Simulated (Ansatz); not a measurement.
A search over several starts for the lowest SCF solution of Ti₃ at the given spin, in a small basis.

```yaml
crystal:
  periodic: [false, false, false]
  atoms:
    - {symbol: Ti, position_ang: [-0.903599, -0.961816, 0.203156]}
    - {symbol: Ti, position_ang: [0.238627, 0.905046, 0.952266]}
    - {symbol: Ti, position_ang: [0.664972, 0.056760, -1.155422]}
basis:
  gaussian: {orbitals: def2-SVP}
magnetization: {spin_polarized: true, initial_magnetization: 0}
hamiltonian: {xc: pbe0, dispersion: d4}
output: {orbitals: {seedname: orbitals}}
```

```sh
$ ansatz run in.yaml --threads 4 --pin off --events-out ev --progress --plain --max-ram 3916MiB
```

Shortened log:

```
Functional definition: PBE0
1050 factors; integrals over basis functions are off by at most 6.7e-4 eV
mean field evaluation 1: about -69299.2617 eV, gradient 4.2e1 eV
mean field evaluation 2: about -69182.0928 eV, gradient 1.1e2 eV
mean field evaluation 4: about -69300.9972 eV, gradient 4.0e1 eV
mean field evaluation 8: about -69310.9477 eV, gradient 5.1e0 eV
mean field evaluation 16: about -69311.1353 eV, gradient 1.1e-1 eV
mean field evaluation 32: about -69311.9988 eV, gradient 1.1e0 eV
mean field evaluation 64: about -69312.0782 eV, gradient 1.2e-5 eV
mean field evaluation 96: about -69277.3775 eV, gradient 8.9e1 eV
mean field evaluation 128: about -69277.3772 eV, gradient 8.9e1 eV
mean field evaluation 160: about -69273.3685 eV, gradient 9.4e1 eV
mean field evaluation 192: about -69278.8826 eV, gradient 8.7e1 eV
mean field evaluation 224: about -69281.0359 eV, gradient 8.7e1 eV
mean field evaluation 256: about -69280.4700 eV, gradient 8.3e1 eV
mean field evaluation 288: about -69312.1038 eV, gradient 8.1e-3 eV
mean field evaluation 320: about -69312.1025 eV, gradient 1.0e-4 eV
mean field evaluation 352: about -69312.1038 eV, gradient 1.9e-4 eV
mean field evaluation 384: about -69304.9529 eV, gradient 2.3e1 eV
mean field evaluation 416: about -69311.8795 eV, gradient 2.2e-2 eV
mean field evaluation 448: about -69231.2400 eV, gradient 1.3e2 eV
mean field evaluation 480: about -69311.7034 eV, gradient 1.3e0 eV
mean field evaluation 512: about -69312.0767 eV, gradient 1.1e-2 eV
mean field evaluation 544: about -69312.0686 eV, gradient 4.3e-3 eV
mean field evaluation 576: about -69307.0240 eV, gradient 1.1e1 eV
mean field evaluation 608: about -69311.6281 eV, gradient 1.5e0 eV
mean field evaluation 640: about -69310.9082 eV, gradient 3.0e-1 eV
mean field evaluation 672: about -69311.1651 eV, gradient 1.7e-1 eV
mean field evaluation 704: about -69312.0294 eV, gradient 3.7e-1 eV
mean field evaluation 736: about -69312.0899 eV, gradient 2.5e-1 eV
mean field evaluation 768: about -69312.0483 eV, gradient 1.5e0 eV
mean field evaluation 800: about -69311.7843 eV, gradient 3.6e-1 eV
mean field evaluation 832: about -69311.2296 eV, gradient 1.0e0 eV
mean field evaluation 864: about -69311.8757 eV, gradient 5.2e-2 eV
mean field evaluation 896: about -69307.9348 eV, gradient 1.1e1 eV
mean field evaluation 928: about -69312.0963 eV, gradient 2.6e-1 eV
mean field evaluation 960: about -69311.8022 eV, gradient 1.5e0 eV
mean field evaluation 992: about -69311.7702 eV, gradient 5.6e0 eV
mean field -69312.10378382 eV, -2547.1728326242 hartree, gradient 1.9e-6 eV, S^2 2.727104; 35 other end points of the search recorded, 0 dependent functions left out
reference -69312.10381287 eV, -2547.1728336917 hartree; 33, 33 occupied and 60, 60 virtual orbitals, 1050 factors
Total energy: -69312.17958252 eV, -2547.1756181749 hartree
```

It took 3.9 min on 4 threads of Arm Neoverse V1 on a shared host.

Other converged states that the search met: 0.03 eV higher (⟨S²⟩ = 2.64), 0.08 eV higher (⟨S²⟩ = 2.49).

The unrestricted singlet has broken spin symmetry (⟨S²⟩ up to 2.73). The structure comes from a short search, and lower isomers may exist.
